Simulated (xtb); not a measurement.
Input file for xtb: GFN1-xTB on ClH2NSi (SMILES N[Si]Cl), a point of a torsion scan.

```
$ xtb mol.xyz --gfn 1 --sp --chrg 0 --uhf 0
5

N     -0.65398476    -0.00165951    -0.11504203
Si     0.88672467    -0.61573251     0.37144170
Cl     0.47389344    -1.56755311     2.20941051
H     -0.91760187     0.93003616     0.17364223
H     -1.45851888    -0.60833744     0.01322060
```

The log:

```
[...]
           -------------------------------------------------
          |                Calculation Setup                |
           -------------------------------------------------



           -------------------------------------------------
          |                 G F N 1 - x T B                 |
           -------------------------------------------------

        Reference                      10.1021/acs.jctc.7b00118
      * Hamiltonian:
        H0-scaling (s, p, d)           1.850000    2.250000    2.000000
        zeta-weighting                 0.000000
      * Dispersion:
        s8                             2.400000
        a1                             0.630000
        a2                             5.000000
        s9                             0.000000
      * Repulsion:
        kExp                           1.500000
        rExp                           1.000000
      * Coulomb:
        alpha                          2.000000
        third order                    atomic
        anisotropic                    false
      * Halogen bond correction:
        rad-scale                      1.300000
        damping                        0.440000


          ...................................................
          :                      SETUP                      :
          :.................................................:
          :  # basis functions                  28          :
          :  # atomic orbitals                  26          :
          :  # shells                           12          :
          :  # electrons                        18          :
          :  # halogen bonds                     1          :
          :  max. iterations                   250          :
          :  Hamiltonian                  GFN1-xTB          :
          :  restarted?                      false          :
          :  GBSA solvation                  false          :
          :  PC potential                    false          :
          :  electronic temp.          300.0000000     K    :
          :  accuracy                    1.0000000          :
          :  -> integral cutoff          0.2500000E+02      :
          :  -> integral neglect         0.1000000E-07      :
          :  -> SCF convergence          0.1000000E-05 Eh   :
          :  -> wf. convergence          0.2000000E-04 e    :
          :  Broyden damping             0.4000000          :
          :  net charge                          0          :
          :  unpaired electrons                  0          :
          ...................................................

 iter      E             dE          RMSdq      gap      omega  full diag
   1    -10.4588616 -0.104589E+02  0.614E+00    3.42       0.0  T
   2    -10.4793144 -0.204529E-01  0.378E+00    3.58       1.0  T
   3    -10.4796490 -0.334610E-03  0.791E-01    3.41       1.0  T
   4    -10.4801153 -0.466296E-03  0.163E-01    3.40       1.0  T
   5    -10.4801185 -0.316974E-05  0.178E-02    3.41       2.5  T
   6    -10.4801189 -0.400626E-06  0.189E-03    3.41      23.6  T
   7    -10.4801189 -0.117360E-07  0.216E-04    3.41     207.0  T
   8    -10.4801189 -0.554135E-10  0.603E-05    3.41     741.3  T
   9    -10.4801189 -0.160760E-11  0.168E-05    3.41    2663.6  T

   *** convergence criteria satisfied after 9 iterations ***

         #    Occupation            Energy/Eh            Energy/eV
      -------------------------------------------------------------
         1        2.0000           -0.8737246             -23.7753
       ...           ...                  ...                  ...
         3        2.0000           -0.5384341             -14.6515
         4        2.0000           -0.5243134             -14.2673
         5        2.0000           -0.4738378             -12.8938
         6        2.0000           -0.4572099             -12.4413
         7        2.0000           -0.4548314             -12.3766
         8        2.0000           -0.3926706             -10.6851
         9        2.0000           -0.3686683             -10.0320 (HOMO)
        10                         -0.2433009              -6.6206 (LUMO)
        11                         -0.1564167              -4.2563
        12                         -0.1385377              -3.7698
        13                         -0.0714509              -1.9443
        14                         -0.0568877              -1.5480
       ...                                ...                  ...
        26                          1.0590622              28.8185
      -------------------------------------------------------------
                  HL-Gap            0.1253675 Eh            3.4114 eV
             Fermi-level           -0.3059846 Eh           -8.3263 eV

 SCC (total)                   0 d,  0 h,  0 min,  0.005 sec
 SCC setup                      ...        0 min,  0.000 sec (  1.888%)
 Dispersion                     ...        0 min,  0.000 sec (  0.809%)
 classical contributions        ...        0 min,  0.000 sec (  0.459%)
 integral evaluation            ...        0 min,  0.001 sec ( 25.932%)
 iterations                     ...        0 min,  0.001 sec ( 30.537%)
 molecular gradient             ...        0 min,  0.002 sec ( 37.166%)
 printout                       ...        0 min,  0.000 sec (  2.907%)

         :::::::::::::::::::::::::::::::::::::::::::::::::::::
         ::                     SUMMARY                     ::
         :::::::::::::::::::::::::::::::::::::::::::::::::::::
         :: total energy             -10.423111384310 Eh    ::
         :: gradient norm              0.019062608407 Eh/a0 ::
         :: HOMO-LUMO gap              3.411422303044 eV    ::
         ::.................................................::
         :: SCC energy               -10.480118908308 Eh    ::
         :: -> electrostatic           0.025661591756 Eh    ::
         :: repulsion energy           0.058491665960 Eh    ::
         :: dispersion energy         -0.001484141961 Eh    ::
         :: halogen bond corr.         0.000000000000 Eh    ::
         :: add. restraining           0.000000000000 Eh    ::
         :: total charge              -0.000000000000 e     ::
         :::::::::::::::::::::::::::::::::::::::::::::::::::::

           -------------------------------------------------
          |                Property Printout                |
           -------------------------------------------------

    * Orbital Energies and Occupations

         #    Occupation            Energy/Eh            Energy/eV
      -------------------------------------------------------------
         1        2.0000           -0.8737246             -23.7753
         2        2.0000           -0.7177298             -19.5304
         3        2.0000           -0.5384341             -14.6515
         4        2.0000           -0.5243134             -14.2673
         5        2.0000           -0.4738378             -12.8938
         6        2.0000           -0.4572099             -12.4413
         7        2.0000           -0.4548314             -12.3766
         8        2.0000           -0.3926706             -10.6851
         9        2.0000           -0.3686683             -10.0320 (HOMO)
        10                         -0.2433009              -6.6206 (LUMO)
        11                         -0.1564167              -4.2563
        12                         -0.1385377              -3.7698
        13                         -0.0714509              -1.9443
        14                         -0.0568877              -1.5480
        15                         -0.0232841              -0.6336
        16                         -0.0106274              -0.2892
        17                         -0.0047651              -0.1297
Note: The following floating-point exceptions are signalling: IEEE_DENORMAL
normal termination of xtb
        18                         -0.0002339              -0.0064
        19                          0.0186664               0.5079
        20                          0.0693486               1.8871
       ...                                ...                  ...
        26                          1.0590622              28.8185
      -------------------------------------------------------------
                  HL-Gap            0.1253675 Eh            3.4114 eV
             Fermi-level           -0.3059846 Eh           -8.3263 eV

  Mulliken/CM5 charges         n(s)   n(p)   n(d)
     1N    -0.51282 -0.91771   1.444  4.069  0.000
     2Si    0.35420  0.33763   1.692  1.369  0.585
     3Cl   -0.23609 -0.19729   1.904  5.331  0.001
     4H     0.19669  0.38889   0.803  0.000  0.000
     5H     0.19802  0.38847   0.802  0.000  0.000

Wiberg/Mayer (AO) data.
largest (>0.10) Wiberg bond orders for each atom

 ---------------------------------------------------------------------------
     #   Z sym  total        # sym  WBO       # sym  WBO       # sym  WBO
 ---------------------------------------------------------------------------
     1   7 N    3.148 --     2 Si   1.301     5 H    0.912     4 H    0.908
     2  14 Si   2.692 --     1 N    1.301     3 Cl   1.276
     3  17 Cl   1.311 --     2 Si   1.276
     4   1 H    0.974 --     1 N    0.908
     5   1 H    0.973 --     1 N    0.912
 ---------------------------------------------------------------------------

Topologies differ in total number of bonds
Writing topology from bond orders to xtbtopo.mol

 dipole moment from electron density (au)
     X       Y       Z
  -0.4431   0.5661  -0.5046  total (Debye):    2.233


           -------------------------------------------------
          | TOTAL ENERGY              -10.423111384310 Eh   |
          | GRADIENT NORM               0.019062608407 Eh/α |
          | HOMO-LUMO GAP               3.411422303044 eV   |
           -------------------------------------------------

------------------------------------------------------------------------
------------------------------------------------------------------------
 total:
 SCF:
```

The run finished.

Cost: roughly 0.020 core-seconds.
